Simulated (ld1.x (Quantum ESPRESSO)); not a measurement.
What the settings do to the ultrasoft potential of Ag (Z = 47)

Base potential:

| Item | Value |
| --- | --- |
| Element | silver (Ag) |
| Generator | ld1.x (Quantum ESPRESSO) 7.5 |
| Type | ultrasoft |
| Functional | PBE |
| Relativity | fully relativistic |
| Frozen core | [Ar] 3d10 |
| Valence charge | 19 |
| Reference configuration | 4s2 4p6 4d10 5s1 5p0 |
| Partial waves | 4s (bound): rcut 1.20, rcutus 1.40 bohr; 5s (bound): rcut 1.20, rcutus 1.40 bohr; 4p (bound): rcut 1.70, rcutus 2.00 bohr; 5p (bound, empty): rcut 1.70, rcutus 2.00 bohr; 4d (bound): rcut 1.60, rcutus 1.95 bohr; 4d channel at 0.1 Ry: rcut 1.60, rcutus 1.95 bohr |
| Local potential | all-electron potential smoothed inside 1.25 bohr (lloc = -1) |
| Core correction | a·sin(br)/r model core, default radius (core density twice the valence density) |
| Augmentation charge | PSQ, inside the norm-conserving radii |

Open shells are filled in proportion to 2j + 1 (rel_dist='average').

Cutoffs, loose and tight: the cutoffs (Ry, on a coarse ladder) from which the occupation-weighted sum of valence levels, in a spherical-Bessel basis at the reference potential, stays within 10 and 1 mRy of its value at 400 Ry. They do not see the model core or the augmentation charge, which bear on the density cutoff. Test errors are all-electron minus pseudo excitation energies from the reference, over the configurations 4s2 4p6 4d10 5s0 5p0; 4s2 4p6 4d9 5s0 5p0; 4s2 4p6 4d8 5s0 5p0; 4s1 4p6 4d10 5s1 5p0; 4s2 4p6 4d10 5s0 5p1; 4s2 4p6 4d7 5s0 5p0; 4s2 4p5 4d10 5s1 5p0. A dash means not determined; rows that change the core or the reference have their own tests. The largest error is taken over the tests solved by every variant that gives reliable tests at all: 4s2 4p6 4d10 5s0 5p0; 4s2 4p6 4d8 5s0 5p0; 4s2 4p6 4d9 5s0 5p0.

Cutoffs are not given where the Bessel-basis levels miss the radial ones by over 6 mRy, ghosts where they miss by over 20 mRy; a channel whose overlap is not positive is not tested.

The default core radius of the base comes out at 0.59 bohr.

A file whose overlap is not positive is unfit for use, and its test errors describe a broken file.

```tsv
change	outcome	bound ghosts	largest test error (meV)
base	generated, overlap not positive	not determined (overlap not positive)	-607
core correction none	generated, overlap not positive	not determined (overlap not positive)	-297
core correction a·sin(br)/r model core inside 0.56 bohr	generated, overlap not positive	not determined (overlap not positive)	-616
core correction a·sin(br)/r model core inside 0.76 bohr	generated, overlap not positive	not determined (overlap not positive)	-535
core correction a·sin(br)/r model core inside 1.16 bohr	generated, overlap not positive	not determined (overlap not positive)	-308
core correction a·sin(br)/r model core inside 1.36 bohr	generated, overlap not positive	not determined (overlap not positive)	-298
core correction a·sin(br)/r model core inside 1.48 bohr	generated, overlap not positive	not determined (overlap not positive)	-297
core correction a·sin(br)/r model core inside 1.68 bohr	generated, overlap not positive	not determined (overlap not positive)	-297
```

Question: What comes out with this change to the base: core correction a·sin(br)/r model core inside 0.98 bohr?

Answer: outcome: generated, overlap not positive; bound ghosts: not determined (overlap not positive); largest test error (meV): -364. A file whose overlap is not positive is unfit for use, and its test errors describe a broken file.
